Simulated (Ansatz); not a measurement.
**Question.** Name a neutral molecule of Al, C, N, O and H with HOMO energy (B3LYP/def2-TZVPP) between -7.20 and -6.90 eV and HOMO energy (PBE/def2-TZVPP) between -6.15 and -5.85 eV (Ansatz, PBE0-D4/def2-TZVP geometry).

**Answer.** `OC[NH][AlH2]` (-7.18 eV, -6.04 eV); `[CH3][AlH][C](=N)O` (-7.08 eV, -5.90 eV); `C/C(O)=[N]\[AlH2]` (-6.95 eV, -5.89 eV); `[NH2][Al]1[CH2]C[O]1` (-7.13 eV, -5.89 eV); `N/C(O)=[N]\[AlH2]` (-6.90 eV, -5.85 eV); `N=C(O)[NH][AlH2]` (-6.93 eV, -5.89 eV). Other molecules can fit too; these were computed, each in one conformer that needn't be the lowest.

B3LYP here is the variant with VWN-RPA as its local correlation; programs differ in this.
